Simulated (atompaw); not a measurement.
Pseudopotential generation for Rb: PAW (atompaw), LDA (PW92), scalar-relativistic.

The input file (atompaw 4.2.0.5):

```
Rb 37
LDA-PW scalarrelativistic loggrid 1500 logderivrange -3 5 201
5 5 3 0 0 0
5 0 1
5 1 0
0 0 0
c
c
c
c
v
c
c
v
v
c
2
3.00 2.60 2.75 2.35
y
0.25
n
n
y
0.05
y
1.55
n
custom polynom2 7 10 vanderbiltortho besselshape
3 0 troulliermartins
2.90
2.90
1.80
3.00
2.60
2.60
PWSCFOUT
UPFDX 0.0125d0 UPFXMIN -7.d0 UPFZMESH 37.d0
END
```

Command:

```bash
atompaw < Rb.input > Rb.log
```

The program printed (summary file):

```
Completed calculations for Rb (AE)

 Exchange-correlation type: LDA, Perdew-Wang correlation

 Radial integration grid is logarithmic
 r0 =   2.3004967E-04 h =   8.5118378E-03   n =      1500 rmax =   8.0000000E+01

 Scalar relativistic calculation

 AEatom converged in  34 iterations
   nz     =  37.00
   delta  =       1.999114151101E-15

 All Electron Orbital energies:
  n  l      occupancy      energy
  1  0      2.0000000E+00 -1.1032209E+03
  2  0      2.0000000E+00 -1.4739958E+02
  3  0      2.0000000E+00 -2.1828729E+01
  4  0      2.0000000E+00 -2.3497810E+00
  5  0      1.0000000E+00 -1.7367160E-01
  2  1      6.0000000E+00 -1.3078651E+02
  3  1      6.0000000E+00 -1.6501584E+01
  4  1      6.0000000E+00 -1.1783911E+00
  5  1      0.0000000E+00 -5.7687472E-02
  3  2      1.0000000E+01 -7.6592877E+00

 Total energy
   Total                    :    -5955.29211828149892

 ---
 Completed calculations for Rb (SC)

 Exchange-correlation type: LDA, Perdew-Wang correlation

 Radial integration grid is logarithmic
 r0 =   2.3004967E-04 h =   8.5118378E-03   n =      1500 rmax =   8.0000000E+01

 Scalar relativistic calculation

 SCatom converged in   4 iterations
   nz     =  37.00
   delta  =       1.896578541920E-15

 Valence Electron Orbital energies:
  n  l      occupancy      energy
   5  0      1.0000000E+00 -1.7367160E-01
   4  1      6.0000000E+00 -1.1783911E+00
   5  1      0.0000000E+00 -5.7687472E-02

 Total energy
   Total                    :    -5955.29211826443407
   Valence                  :     -214.31672481391539

 PAW parameters:
       lmax =            2
         rc =    3.0189097798749014
        irc =         1115
   rc_shape =    2.6121735682659590
    rc_vloc =    2.7725587161144585
    rc_core =    2.3585125271907943
   Vloc: Norm-conserving Troullier-Martins with l= 3;e=   0.0000E+00
   Projector type: improved polynomial pseudization + Vanderbilt ortho.
   Bessel compensation charge shape zeroed at   2.6122E+00

 Number of basis functions     6
 No.   n  nodes  l      Energy         Cp coeff         Occ
  1    5    4    0   -0.1736716E+00  0.7976642E+03  0.1000000E+01
  2  999    5    0    0.2500000E+00  0.7235515E+02  0.0000000E+00
  3    4    2    1   -0.1178391E+01  0.2515853E+01  0.6000000E+01
  4    5    3    1   -0.5768747E-01  0.9378551E+02  0.0000000E+00
  5  999    1    2    0.5000000E-01 -0.3533912E+01  0.0000000E+00
  6  999    2    2    0.1550000E+01 -0.5718148E+00  0.0000000E+00

 Eigenvalues of overlap operator (in the basis of projectors):
    1        4.05209635E-01
    2        7.95172287E-01
    3        1.13975951E+00
    4        5.66212441E+02
    5        6.29882286E+03
    6        1.51018478E+04

 Orbital leakage outside PAW augmentation regions
   orb  is_core?  %out_of_sphere
   1 0    T           0.00
   2 0    T           0.00
   3 0    T           0.00
   4 0    T           1.03
   5 0    F          89.30
   2 1    T           0.00
   3 1    T           0.00
   4 1    F           4.87
   5 1    F          97.43
   3 2    T           0.00

 Summary of PAW energies
   Total valence energy     :   -214.31672497592280
   Smooth energy            :      8.01510701951819
   One center               :   -222.33183199544098
   Smooth kinetic           :     12.87482931522249
   Vloc energy              :     -3.68383086116881
   Smooth exch-corr         :     -6.45088241209160
   One-center xc            :   -187.67439191806949
```

Note: ghost state, extra bound levels that the all-electron valence spectrum of the same l lacks: s at -31.3 eV. A true bound ghost makes a file unfit for plane-wave use.

The run took about 4.4 s on one core of a shared server CPU.
